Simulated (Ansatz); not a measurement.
Stepwise reaction of `N[SiH](N)F` with hydrogen chloride, as a gas-phase model of exchange steps in deposition or etching. ΔE in kJ/mol; ΔG adds harmonic PBE0-D4 terms to CCSD(T)/CBS, at 1 bar.

Program: Ansatz. Geometries: PBE0-D4/def2-TZVP. ΔE: electronic, gas phase. CCSD(T)/CBS is the MP2 limit (def2-TZVPP, def2-QZVPP) plus CCSD(T) − MP2 in def2-TZVPP, frozen cores. This one scheme is used for every species. DFT in def2-TZVPP. B3LYP here is the variant with VWN-RPA as its local correlation; programs differ in this. One conformer a species, not always the lowest.

```csv
step,reaction,PBE-D4,B3LYP-D4,ωB97M-V,CCSD(T)/CBS,ΔG(500 K)
1,`N[SiH](N)F` + HCl → `N[SiH](F)Cl` + NH₃,-38.4,-33.9,-35.2,-33.9,-31.2
```

Problem. Give the row of step 2, `N[SiH](F)Cl` + HCl → `F[SiH](Cl)Cl` + NH₃. (Best estimate.)

Solution. Computed: 
```csv
step,reaction,PBE-D4,B3LYP-D4,ωB97M-V,CCSD(T)/CBS,ΔG(500 K)
2,`N[SiH](F)Cl` + HCl → `F[SiH](Cl)Cl` + NH₃,-32.0,-26.7,-27.2,-27.5,-18.9
```

Problem. By hand: ΔE of the 2 steps together at CCSD(T)/CBS.

Solution. (-33.9) + (-27.5) = -61.4 kJ/mol, or -30.7 kJ/mol a step.

In ΔE each step is higher than the one before. All are downhill at CCSD(T)/CBS. ΔG lies between -31.2 and -18.9 kJ/mol a step. PBE-D4 differs from CCSD(T)/CBS by -4.5 to -4.5 kJ/mol a step. Isolated molecules leave out the surface, adducts and barriers. Largest T1 diagnostic: 0.010.
